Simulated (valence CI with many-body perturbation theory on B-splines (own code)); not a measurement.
Forbidden lines of Nb³⁵⁺

Computed by configuration interaction combined with many-body perturbation theory (CI+MBPT): four valence electrons over a frozen Dirac-Fock core [He], radial functions for each j: 11 s, 11 p, 10 d, 8 f, 5 g, 2 h, with the one-electron correlation potential Σ1, the two-electron term Σ2, the three-electron term Σ3, Breit, model QED; selected CI, second order for the rest, scaled by the run's own slope (own B-spline code, finite nucleus).

No measured spectrum was set against this ion. As an estimate, large intervals hold to a few tenths of a per cent, small ones and those within an open d or f shell to about a per cent. Among the levels kept, up to 990 cm⁻¹ of a level comes from second order outside the variational space, and about a tenth of that is noise between levels of different J, which matters for small intervals.

Lines 1 to 50 of 58 in falling wavelength, among levels below 3282.6 eV, chosen from the decays that carry over 1 % of a level's rate. Wavelengths and rates use the calculated energies. Electric multipoles are in the length gauge, E1 and E2 with the static RPA response of the core. Weak lines are less certain than strong ones. Lines between different terms over intervals too small for the method are left out, as are lines whose strength nearly cancels. The highest levels of a list are the least certain.

Levels are named by their leading jj configuration (3d3/2^4 stands for four electrons in 3d with j = 3/2), which in mixed levels can hold well under half, so a name can repeat and another be missing. Letters in brackets count levels of one name in rising energy.

```csv
λ vac (Å),Upper,Lower,Type,A (s⁻¹),Branch %
1033,(2s^2 2p1/2 2p3/2) J=2,(2s^2 2p1/2 2p3/2) J=1,M1,5.38e+03,68.1
134.3,(2s^2 2p1/2 2p3/2) J=1,(2s^2 2p1/2^2) J=0,M1,5.57e+06,100.0
123.1,(2s^2 2p3/2^2) J=2,(2s^2 2p1/2 2p3/2) J=2,M1,5.30e+06,48.2
118.9,(2s^2 2p1/2 2p3/2) J=2,(2s^2 2p1/2^2) J=0,E2,2.52e+03,31.9
110.0,(2s^2 2p3/2^2) J=2,(2s^2 2p1/2 2p3/2) J=1,M1,5.68e+06,51.7
87.99,(2s^2 2p3/2^2) J=0,(2s^2 2p1/2 2p3/2) J=1,M1,1.92e+07,99.9
5.001,(2s^2 2p3/2 3d5/2) J=4,(2s 2p3/2^3) J=2,E2,2.74e+08,4.7
4.843,(2s^2 2p3/2 3d5/2) J=4,(2s 2p1/2 2p3/2^2) J=2 [b],E2,2.13e+08,3.7
4.763,(2s^2 2p3/2 3d5/2) J=4,(2s 2p1/2 2p3/2^2) J=3,E2,2.81e+08,4.8
4.745,(2s 2p1/2 2p3/2 3p3/2) J=4,(2s 2p1/2 2p3/2^2) J=2 [b],E2,8.40e+08,1.2
4.721,(2s^2 2p3/2 3d5/2) J=4,(2s 2p1/2 2p3/2^2) J=2 [a],E2,1.06e+08,1.8
4.718,(2s^2 2p3/2 3p1/2) J=2,(2s^2 2p3/2^2) J=0,E2,1.06e+10,1.5
4.702,(2s 2p3/2^2 3p3/2) J=4,(2s 2p3/2^3) J=2,E2,7.90e+09,8.2
4.696,(2s^2 2p1/2 3p1/2) J=1,(2s^2 2p1/2 2p3/2) J=2,E2,3.60e+10,15.5
4.691,(2s 2p1/2^2 3p1/2) J=0,(2s 2p1/2^2 2p3/2) J=2,E2,6.26e+10,2.5
4.675,(2s^2 2p1/2 3p1/2) J=1,(2s^2 2p1/2 2p3/2) J=1,E2,3.45e+10,14.9
4.672,(2s^2 2p3/2 3p1/2) J=1,(2s^2 2p3/2^2) J=2,E2,4.08e+10,4.0
4.668,(2s 2p1/2 2p3/2 3p3/2) J=4,(2s 2p1/2 2p3/2^2) J=3,E2,1.39e+10,19.7
4.668,(2s^2 2p3/2 3p1/2) J=2,(2s^2 2p3/2^2) J=2,E2,4.70e+10,6.8
4.662,(2s^2 2p1/2 3p1/2) J=0,(2s^2 2p1/2 2p3/2) J=2,E2,6.24e+10,6.0
4.655,(2s 2p1/2 2p3/2 3p3/2) J=0 [b],(2s 2p1/2 2p3/2^2) J=2 [b],E2,2.45e+10,2.6
4.648,(2s 2p3/2^2 3p1/2) J=0,(2s 2p3/2^3) J=2,E2,4.90e+10,17.5
4.634,(2s^2 2p1/2 3p3/2) J=1,(2s^2 2p1/2 2p3/2) J=2,E2,1.59e+10,1.1
4.633,(2s^2 2p3/2 3p3/2) J=3,(2s^2 2p3/2^2) J=2,E2,2.27e+10,4.7
4.631,(2s^2 2p3/2 3p3/2) J=1,(2s^2 2p3/2^2) J=2,E2,2.64e+10,5.3
4.629,(2s 2p1/2^2 3p3/2) J=2,(2s 2p1/2^2 2p3/2) J=2,E2,2.43e+10,1.0
4.629,(2s^2 2p1/2 3p3/2) J=2,(2s^2 2p1/2 2p3/2) J=2,E2,2.34e+10,6.2
4.613,(2s^2 2p1/2 3p3/2) J=1,(2s^2 2p1/2 2p3/2) J=1,E2,1.79e+10,1.2
4.610,(2s 2p3/2^2 3p3/2) J=0,(2s 2p3/2^3) J=2,E2,1.62e+10,1.1
4.608,(2s^2 2p1/2 3p3/2) J=2,(2s^2 2p1/2 2p3/2) J=1,E2,1.09e+10,2.9
4.588,(2s 2p1/2 2p3/2 3d5/2) J=5,(2s 2p1/2 2p3/2^2) J=3,M2,6.05e+08,13.6
4.583,(2s^2 2p3/2 3p3/2) J=0,(2s^2 2p3/2^2) J=2,E2,7.94e+10,4.1
4.562,(2s 2p3/2^2 3p3/2) J=4,(2s 2p1/2 2p3/2^2) J=2 [b],E2,1.35e+09,1.4
4.561,(2s^2 2p3/2 3d5/2) J=4,(2s 2p1/2^2 2p3/2) J=2,E2,4.22e+08,7.3
4.547,(2s^2 2p3/2 3d5/2) J=4,(2s^2 2p3/2^2) J=2,M2,5.58e+08,9.6
4.542,(2s 2p1/2 2p3/2 3p3/2) J=0 [b],(2s 2p1/2 2p3/2^2) J=2 [a],E2,1.60e+10,1.7
4.491,(2s 2p3/2^2 3p3/2) J=4,(2s 2p1/2 2p3/2^2) J=3,E2,2.35e+10,24.4
4.476,(2s 2p3/2^2 3p3/2) J=0,(2s 2p1/2 2p3/2^2) J=2 [b],E2,3.22e+10,2.3
4.474,(2s 2p1/2 2p3/2 3p3/2) J=4,(2s 2p1/2^2 2p3/2) J=2,E2,4.05e+10,57.5
4.465,(2s^2 2p3/2 3p3/2) J=3,(2s^2 2p1/2 2p3/2) J=2,E2,1.86e+10,3.9
4.463,(2s^2 2p3/2 3p3/2) J=1,(2s^2 2p1/2 2p3/2) J=2,E2,2.43e+10,4.9
4.455,(2s^2 2p1/2 3p3/2) J=2,(2s^2 2p1/2^2) J=0,E2,3.06e+10,8.0
4.454,(2s 2p3/2^2 3p3/2) J=4,(2s 2p1/2 2p3/2^2) J=2 [a],E2,2.80e+10,29.0
4.446,(2s^2 2p3/2 3p3/2) J=3,(2s^2 2p1/2 2p3/2) J=1,E2,2.17e+10,4.5
4.418,(2s^2 2p3/2 3p3/2) J=0,(2s^2 2p1/2 2p3/2) J=2,E2,3.59e+10,1.8
4.400,(2s 2p1/2 2p3/2 3d5/2) J=5,(2s 2p1/2^2 2p3/2) J=2,E3,6.65e+07,1.5
4.385,(2s^2 2p3/2 3d5/2) J=4,(2s^2 2p1/2 2p3/2) J=2,M2,1.42e+08,2.4
4.287,(2p1/2^2 2p3/2 3d5/2) J=4,(2s 2p1/2 2p3/2^2) J=2 [a],E2,3.18e+09,1.1
4.243,(2s 2p1/2 2p3/2 3d3/2) J=4,(2s^2 2p1/2 2p3/2) J=2,E2,3.62e+10,3.6
4.235,(2p1/2^2 2p3/2 3d3/2) J=2,(2s 2p1/2^2 2p3/2) J=1,E2,7.54e+10,2.3
```
